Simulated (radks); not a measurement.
Neutral iridium, 77 electrons, occupied as [Xe] 4f14 5d7 6s2 (the NIST ground configuration). Calculated with a radial shooting solver on a logarithmic mesh with Libxc functionals: scalar-relativistic Kohn-Sham, PBEsol, spin-unpolarised, spherical densities, point nucleus.

Radial electron density D(r) = 4 pi r^2 rho(r):

| r (bohr) | D(r) (e/bohr) |
|---|---|
| 0.000883 | 7.671 |
| 0.001197 | 12.08 |
| 0.001622 | 18.68 |
| 0.002198 | 28.23 |
| 0.002979 | 41.31 |
| 0.004037 | 57.92 |
| 0.005471 | 76.67 |
| 0.007475 | 94.45 |
| 0.01013 | 105.0 |
| 0.01373 | 104.7 |
| 0.01861 | 96.90 |
| 0.02522 | 95.36 |
| 0.03418 | 113.2 |
| 0.04632 | 138.8 |
| 0.06277 | 138.5 |
| 0.08508 | 114.7 |
| 0.1153 | 118.0 |
| 0.1563 | 131.7 |
| 0.2118 | 94.98 |
| 0.287 | 70.81 |
| 0.389 | 84.11 |
| 0.5272 | 60.95 |
| 0.7145 | 29.53 |
| 0.9761 | 18.87 |
| 1.323 | 11.66 |
| 1.793 | 5.609 |
| 2.43 | 2.612 |
| 3.293 | 1.049 |
| 4.463 | 0.2710 |
| 6.048 | 0.03740 |
| 8.197 | 0.002224 |

D(r) has 4 maxima, at r = 0.0117, 0.0539, 0.149, 0.392 bohr, and minima at 0.0225, 0.0967, 0.278 bohr, inside which lie 1.89, 11.06, 30.02 electrons.
